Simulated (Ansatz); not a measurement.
## Energy profile

The step: CH₅N ([CH3][NH2]) + SiH₄ → CH₇NSi ([CH3][NH][SiH3]) + H₂; bonds formed: Si1–N7, H2–H6; bonds broken: Si1–H2, H6–N7 (atoms numbered as in the saddle structure below).

Si1  (-1.290, 0.386, -0.147)
H2  (-0.355, 1.670, 0.910)
H3  (-1.733, -0.863, -0.889)
H4  (-2.391, 0.593, 0.821)
H5  (-1.116, 1.349, -1.260)
H6  (0.217, 0.675, 1.082)
N7  (0.245, -0.402, 0.562)
C8  (1.367, -0.529, -0.364)
H9  (0.081, -1.250, 1.097)
H10  (1.619, 0.471, -0.730)
H11  (1.113, -1.159, -1.220)
H12  (2.243, -0.942, 0.138)
(Å)

Electronic energies by CCSD(T) at an estimated basis limit (MP2 extrapolated from triple and quadruple zeta, plus CCSD(T) − MP2 in triple zeta), on PBE0-D4/def2-TZVP structures; CH$_{9}$NSi, closed shell; no counterpoise correction. Program: Ansatz 0.2.0. Basis: def2-TZVPP and def2-QZVPP. Cores are frozen in the correlated methods. Extrapolation: Hartree–Fock as exp(−7.88 √X), correlation as X^−2.97.

(1) Give the profile in eV, counted from the separated reactants. (An estimate is asked for; the value comes from the calculation.)

No T1 diagnostic of these runs exceeds 0.012.

Answers

(1) The calculation gives:
```json
{"point": "separated: SiH$_{4}$ (Si1, H2, H3, H4, H5; singlet) + CH$_{5}$N (linked as [CH3][NH2]; H6, N7, C8, H9, H10, H11, H12; singlet)", "eV": "0.000"}
{"point": "start structure", "eV": "-0.127"}
{"point": "saddle", "eV": "1.755"}
{"point": "end structure", "eV": "-0.282"}
{"point": "separated: CH$_{7}$NSi (linked as [CH3][NH][SiH3]; Si1, H3, H4, H5, N7, C8, H9, H10, H11, H12; singlet) + H$_{2}$ (H2, H6; singlet)", "eV": "-0.246"}
```

For scale, one of the runs: CCSD(T)/def2-TZVPP, 230 basis functions, launched by `ansatz run in.yaml --threads 4 --pin off --events-out ev --progress --plain --max-ram 9574MiB`. Time: 58 s of wall clock on 4 CPU threads of an Arm Neoverse V1; the host was shared. Peak host memory: 3.9 GiB.
